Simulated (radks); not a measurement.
Cl, configuration [Ne] 3s1.5 3p5 4p0.5 (fractional occupations, a model configuration).

Calculated with a radial shooting solver on a logarithmic mesh with Libxc functionals: scalar-relativistic Kohn-Sham, r2SCAN, spin-unpolarised, spherical densities, finite nucleus; meta-GGA in the generalised Kohn-Sham scheme; Fermi nuclear charge, rms radius 3.3654 fm.

Energy parts (hartree):
| part | energy |
|---|---|
| total | -461.15401 |
| kinetic | 463.25040 |
| electron-nucleus | -1096.85985 |
| Hartree | 200.48592 |
| exchange-correlation | -28.03048 |

Orbitals (lengths in bohr, moments of r in powers of bohr; r(90%) holds 90 % of the orbital's charge):
orbital	occ.	eigenvalue (hartree)	r(90%)	<r>
1s	2	-101.8434	0.162	0.09097
2s	2	-9.67686	0.691	0.4424
2p	6	-7.35344	0.673	0.4061
3s	1.5	-0.95290	2.30	1.518
3p	5	-0.47435	2.75	1.759
3d	0	-0.00627	20.8	13.93
4s	0	-0.05385	11.2	7.170
4p	0.5	-0.02655	15.2	10.24

The highest occupied level is 4p at -0.723 eV. The configuration is held as typed, so some empty levels lie below it. The density falls to 0.001 e/bohr^3 at r = 3.75 bohr. Summed over all electrons, <r^2> = 83.63 bohr^2, which gives a Langevin (diamagnetic) susceptibility term of -66.2 x 10^-6 cm^3/mol. The electron density at the nucleus is 3594 e/bohr^3 (large components only).
